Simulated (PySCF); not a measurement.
Problem. Give a PBE0-D3(BJ)/def2-SVP geometry of `FC[Se][Si](F)(F)F`.

Solution. 
Z-matrix in Å and degrees, rows numbered from 1:
```
F 
C   1  1.3506
Se  2  1.9702  1  112.12
Si  3  2.2338  2   94.29  1   -69.29
F   4  1.6048  3  109.47  2   -29.16
F   4  1.5999  3  110.36  2  -148.75
F   4  1.5992  3  114.62  2    91.16
H   2  1.1006  1  110.45  3   116.18
H   2  1.0986  1  110.03  3  -120.89
```

Of the pairs four or more bonds apart, F5···H9 is among the closest relative to their van der Waals radii: 2.53 Å, 95 % of the sum of Bondi's values. Si4 (fluorine-bound silicon) is distorted tetrahedral (angles from 106.4° to 114.6°).

Computed, not measured: PBE0-D3(BJ)/def2-SVP geometry optimisation, gas phase in PySCF.

Point group: C1 (no symmetry element, even within 0.4 Å). Stationary, but not proved a minimum. One conformer, not necessarily the lowest (F1–C2–Se3–Si4 -69°).

On one thread of an Arm Neoverse V1, no GPU (shared host), this took 99 s and 0.53 GiB of memory at its peak. This is the geometry optimisation.
